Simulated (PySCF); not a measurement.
These 2 structures share the formula C7H9NS. Method: PBE0-D3(BJ)/def2-SVP geometry optimisation, gas phase (PySCF 2.14.0). Energies are electronic, without zero-point or thermal terms, for one conformer each. No frequencies were run at this level. Point groups hold within 0.08 Å.

Question: Order them by energy at this level, lowest first, and give relative energies in kJ/mol.
A. `[N:1]#[C:2][CH2:3][C@@H:4]1[CH2:5][CH2:6][C:7](=[S:8])[CH2:9]1` with C2–C3–C4–C5 -63°, C3–C4–C5–C6 -163°, C4–C5–C6–C7 31°, C5–C6–C7–S8 168°, C6–C7–C9–C4 -13°
B. `[CH:1]#[C:2][C@H:3]([C:4](=[CH2:5])[CH3:6])[C:7]([NH2:8])=[S:9]` with C2–C3–C4–C5 -30°, C2–C3–C7–N8 30°, C3–C7–N8–H 178° and -7°

Answer: A (0.0), B (170.6).

As drawn, the lower has a C≡N group, which the higher lacks; the higher has a C≡C bond, an N–H bond and a C=C bond outside aromatic rings, which the lower lacks.

```
                SMILES      E (Eh)  E rel (kJ/mol)  dipole (D)  point group       A, B, C (MHz)
  N#CC[C@@H]1CCC(=S)C1  -724.20880             0.0        1.53           C1  4868, 604.3, 553.3
C#C[C@H](C(=C)C)C(N)=S  -724.14381           170.6        3.60           C1   1642, 1216, 841.7
```
